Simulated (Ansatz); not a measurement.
One geometry of the cluster Zn₃Se₃, several levels of theory.

```yaml
crystal:
  periodic: [false, false, false]
  atoms:
    - {symbol: Zn, position_ang: [0.282702, 1.239800, 1.044227]}
    - {symbol: Zn, position_ang: [1.261744, -0.788308, -0.700377]}
    - {symbol: Zn, position_ang: [-1.544795, -0.451992, -0.342732]}
    - {symbol: Se, position_ang: [2.480360, 0.728079, 0.546847]}
    - {symbol: Se, position_ang: [-0.453377, -1.988316, -1.680118]}
    - {symbol: Se, position_ang: [-2.026634, 1.260727, 1.132163]}
basis:
  gaussian: {orbitals: def2-TZVP, initial_orbitals: start.molden}
hamiltonian: {xc: pbe, dispersion: d4}
scf: {omitted_lower_state_checks: [starts]}
output: {orbitals: {seedname: orbitals}}
```

The file start.molden holds the orbitals of an earlier run on this structure, at another level or in another basis.

```sh
$ ansatz run in.yaml --threads 4 --pin off --events-out ev --progress --plain --max-ram 4787MiB
```

Shortened log:

```
Functional definition: PBE
2541 factors; their error is unknown
mean field evaluation 1: about -341263.9328 eV, gradient 1.9e1 eV
mean field evaluation 2: about -341264.2856 eV, gradient 4.7e-1 eV
mean field evaluation 4: about -341264.1753 eV, gradient 1.2e-1 eV
mean field -341264.17530281 eV, -12541.2271252120 hartree, gradient 1.7e-5 eV, S^2 0.000000; 0 other end points of the search recorded, 0 dependent functions left out
reference -341264.17534468 eV, -12541.2271267508 hartree; 96, 96 occupied and 192, 192 virtual orbitals, 2541 factors
Total energy: -341264.53127733 eV, -12541.2402070345 hartree
Checks for a lower state left out: starts
```

Run time 7.5 s (4 threads of Arm Neoverse V2 on a shared host), peak host memory 0.72 GiB.

The first input with `gaussian: {orbitals: def2-TZVPD, initial_orbitals: start.molden}` (abridged; 11 s):

```
Functional definition: PBE
mean field -341264.22602118 eV, -12541.2289890780 hartree, gradient 2.4e-5 eV, S^2 0.000000
Total energy: -341264.58201815 eV, -12541.2420717253 hartree
Checks for a lower state left out: starts
```

The first input with `hamiltonian: {xc: r2scan, dispersion: d4}` (abridged; 16 s):

```
Functional definition: r2SCAN
mean field -341313.47000870 eV, -12543.0386722405 hartree, gradient 2.7e-5 eV, S^2 0.000000
Total energy: -341313.54754407 eV, -12543.0415216129 hartree
Checks for a lower state left out: starts
```

As the first input, with `correlation: {method: mp2, frozen_orbitals: {Se: 9, Zn: 9}}` and without the key `hamiltonian` (abridged; 19 s):

```
Functional definition: HF
mean field -341045.56862962 eV, -12533.1934781493 hartree, gradient 2.3e-6 eV, S^2 0.000000
54 core orbitals not correlated: weight in the atoms' cores, before any rotation towards them, 1.000 or more for the frozen orbitals, at most 0.000 for the correlated occupied ones
second order -55.60719210 eV of doubles, -0.00000000 eV of singles
Total energy: -341101.17582172 eV, -12535.2370047671 hartree
Checks for a lower state left out: starts
```

First input, but with `gaussian: {orbitals: def2-TZVPD, initial_orbitals: start.molden}`, `hamiltonian: {xc: hf}` (abridged; 16 s):

```
Functional definition: HF
mean field -341045.60409126 eV, -12533.1947813405 hartree, gradient 2.9e-5 eV, S^2 0.000000
Total energy: -341045.60409126 eV, -12533.1947813405 hartree
Checks for a lower state left out: starts
```

First input, but with `hamiltonian: {xc: {name: B97M-V}}` (abridged; 26 s):

```
Functional definition: B97M-V
mean field -341250.14472188 eV, -12540.7115108733 hartree, gradient 5.7e-5 eV, S^2 0.000000
Total energy: -341250.14478429 eV, -12540.7115131667 hartree
Checks for a lower state left out: starts
```

The first input with `gaussian: {orbitals: def2-SVP, initial_orbitals: start.molden}` (abridged; 3.4 s):

```
Functional definition: PBE
mean field -341218.48406768 eV, -12539.5480032917 hartree, gradient 2.5e-5 eV, S^2 0.000000
Total energy: -341218.84005219 eV, -12539.5610854812 hartree
Checks for a lower state left out: starts
```

Geometry: PBE-D4/def2-SVP.

Correlated methods freeze 54 core orbitals; core or outer-core shells of Se are correlated, in sets that lack core-valence functions. The structure comes from a short search, and lower isomers may exist.
